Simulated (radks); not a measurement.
Results of a calculation; reference values are marked as such.
Problem. All-electron atom: neutral thallium in [Xe] 4f13 5d9.5 6s1 6p3.5 (fractional occupations, a model configuration). Code: a radial shooting solver on a logarithmic mesh with Libxc functionals. Model: non-relativistic Kohn-Sham, PBEsol, spin-polarised, spherical densities, point nucleus; open shells are filled with parallel spins first (spin-orbit coupling, left out, can overturn this in heavy ions); relativity is left out, which matters for an element this heavy. Some entries of the table are withheld. Estimate them.

orbital  occ.  eigenvalue (eV)  r(max) (bohr)  <r^2> (bohr^2)
1s up       1        -76996.36        0.01241       0.0004668
1s down     1        -76996.31        0.01241       0.0004668
2s up       1        -12954.37        0.06738        0.007247
2s down     1        -12954.22        0.06738        0.007246
2p up       3        -12469.78        0.05223        0.005341
2p down     3        -12469.66        0.05223        0.005341
3s up       1        -3091.553         0.1838         0.04466
3s down     1        -3090.418         0.1838         0.04465
3p up       3        -2861.546         0.1728         0.04105
3p down     3        -2860.509         0.1727         0.04104
3d up       5        -2431.826         0.1355         0.03153
3d down     5        -2431.053         0.1355         0.03152
4s up       1        -691.1120         0.4078          0.2106
4s down     1        -689.7426         0.4078          0.2106
4p up       3        -590.6823         0.4063          0.2148
4p down     3        -589.3124         0.4064          0.2149
4d up       5        -405.4875         0.3974          0.2227
4d down     5        -404.1004         0.3974          0.2229
4f up       7        -155.6204         0.3503          0.2407
4f down     6        -154.1518         0.3505          0.2412
5s up       1        -116.7850         0.8836           1.025
5s down     1        -115.9955         0.8843           1.025
5p up       3              (1)         0.9285           1.185
5p down     3              (2)         0.9293           1.183
5d up       5         -28.0673          1.069           1.880
5d down   4.5         -27.1359          1.069           1.841
6s up       1              (3)          2.202           7.273
6s down     0              (4)          2.177           7.414
6p up       3          -5.3864          2.622           11.22
6p down   0.5          -3.2540          2.651           13.07

Solution. 
(1) 5p up eigenvalue (eV): -82.9022
(2) 5p down eigenvalue (eV): -82.1242
(3) 6s up eigenvalue (eV): -11.6621
(4) 6s down eigenvalue (eV): -9.3953
